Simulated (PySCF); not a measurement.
One molecule, one basis, several functionals.

Compound: C4H5ClGe.
Numbering: `[Cl:1][GeH:2]1[CH:3]=[CH:4][CH:5]=[CH:6]1` (hydrogens: H7 on Ge2; H8 on C3; H9 on C4; H10 on C5; H11 on C6)

PySCF, def2-SVPD basis, density fitting, gas phase, PBE0-D3(BJ)/def2-SVP geometry; singlet excitations by full TDDFT with frozen cores, triplets by Tamm–Dancoff TDDFT and ionisation energies by ΔSCF, from the lowest of the holes tried. One functional is left out:

```tsv
functional	exact exchange (%)	HOMO energy (eV)	LUMO energy (eV)	lowest singlet excitation (eV)	lowest triplet excitation (eV)	dipole moment (D)	mean polarisability (au)	vertical ionisation energy (eV)
LDA	0	-6.36	-3.20	3.81	2.74	2.548	89.7	9.21
PBE	0	-6.17	-2.97	3.86	2.59	2.531	88.8	8.98
B3LYP	20	-6.95	-2.26	4.06	2.60	2.592	86.9	9.04
BHandHLYP	50	-8.01	-1.05	4.29	2.53	2.683	84.2	8.88
```

Predict the row of PBE0 (25 % exact exchange) by straight lines through the other rows, and check it.

```
                       property   line  computed  computed − line  B3LYP (20 %), for comparison
               HOMO energy (eV)  -7.13     -7.18            -0.05                         -6.95
               LUMO energy (eV)  -2.06     -2.08            -0.02                         -2.26
 lowest singlet excitation (eV)   4.07      4.15            +0.08                          4.06
 lowest triplet excitation (eV)   2.59      2.55            -0.04                          2.60
              dipole moment (D)  2.610     2.625           +0.015                         2.592
       mean polarisability (au)   86.6      85.8             -0.8                          86.9
vertical ionisation energy (eV)   9.00      9.05            +0.05                          9.04
```
